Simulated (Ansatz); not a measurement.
The cluster Na₄H₄. Total charge 0; triplet. Geometry r2SCAN-D4/def2-SVP; atoms count from 1.

Cartesian coordinates in Å:
```
Na 0.573 -0.189 1.123
Na 0.481 3.143 1.417
Na -0.250 -3.401 0.630
Na -1.948 0.288 -0.564
H -0.957 -1.476 -0.110
H 1.214 -0.297 -1.553
H -0.765 1.615 0.494
H 1.652 0.316 -1.438
```

In the triplet geometry the species has come apart into loosely held pieces. In the triplet, H6 and H8 lie 0.76 Å apart (atoms count from 1), so H2 has formed as a molecule. At PBE0-D4/def2-TZVP a singlet of charge 0 lies 1.47 eV below the triplet, each at its own geometry. The structure comes from a short search, and lower isomers may exist.

Estimate the Mulliken populations from the PBE0/def2-TZVP orbitals of Ansatz.


```
atom  charge (e)  spin (α − β)
 Na1        0.38          0.37
 Na2       -0.01          0.76
 Na3        0.01          0.74
 Na4        0.49          0.07
  H5       -0.45          0.03
  H6        0.02          0.00
  H7       -0.45          0.03
  H8        0.01          0.00
```
Mulliken values and Mayer orders depend strongly on the basis.

Where does the spin sit?

Summed by element: Na 1.95, H 0.05, of 2 unpaired in all. Largest on single atoms: Na2 0.76, Na3 0.74, Na1 0.37.

And the Mayer bond orders between bonded heavy atoms (over 0.3)?

Na1–Na2 0.32 (3.35 Å); Na1–Na3 0.33 (3.35 Å).
